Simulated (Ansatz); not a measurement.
## Worked example: C2H3ClGe + C2H4ClF → C2H3FGe + C2H4Cl2

Species: C2H3ClGe `C#[C][GeH2][Cl]`, singlet; C2H4ClF (1-chloro-2-fluoroethane) `FCCCl`, singlet; C2H3FGe `C#[C][GeH2][F]`, singlet; C2H4Cl2 (1,2-dichloroethane) `ClCCCl`, singlet. The partners trade Cl for F: Ge–Cl and C–F bonds give way to Ge–F and C–Cl.

Shapes, held fixed at every level: PBE0-D4/def2-TZVP. Flexible molecules stand in one conformer, not always the lowest. Programs: Ansatz 0.2.0. The zero-point and thermal change to 298 K, harmonic and unscaled (PBE0-D4/def2-TZVP), is -1.7 kJ/mol.

At CCSD(T)/def2-TZVPP; 1 Eh = 2625.50 kJ/mol:

| species | energy (Eh) |
| --- | --- |
| C2H3ClGe | -2613.179721 |
| C2H4ClF | -637.934534 |
| C2H3FGe | -2253.188066 |
| C2H4Cl2 | -997.928440 |

Q: Work out ΔH(298 K) of the reaction at this level.

A: 
1. Products less reactants: (-2253.188066) + (-997.928440) − [(-2613.179721) + (-637.934534)] = -0.002251 Eh = -5.9 kJ/mol.
2. With the thermal change: -5.9 + (-1.7) = -7.6 kJ/mol.

Other levels give -13.2 (MP2/def2-TZVPP) to -1.4 kJ/mol (CCSD/def2-SVP). No measured value is set beside it here. Relativity is left out for Ge unless named. Correlated rows may include outer-core shells of Ge, which these sets cover unevenly.
